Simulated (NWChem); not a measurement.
HCl2Ga in NWChem

SMILES: [Cl][GaH][Cl]
```xyz
4

Ga     0.0000     0.0000     0.5656
H      0.0000     0.0000     2.1130
Cl    -1.8054     0.0000    -0.5779
Cl     1.8054     0.0000    -0.5779
```
Charge 0, spin multiplicity 1.

Everything below was run with NWChem. Structure: optimised with PBE0/def2-SVP, a minimum by its harmonic frequencies.

Symmetry labels belong to the abelian group C2v used in the runs, with the axes of the coordinates shown.

The Hamiltonian is non-relativistic. The structure started from a generated list of species.

### Question
List the lowest 6 singlet excitations that CIS/def2-SVPD gives, with oscillator strengths.

### Answer
```
state  symmetry  energy (eV)  wavelength (nm)      f
-----  --------  -----------  ---------------  -----
1            b2         7.47              166  0.013
2            a2         7.88              157  0.000
3            b1         8.28              150  0.000
4            a2         8.47              146  0.000
5            b1         8.48              146  0.085
6            a1         8.55              145  0.164
```
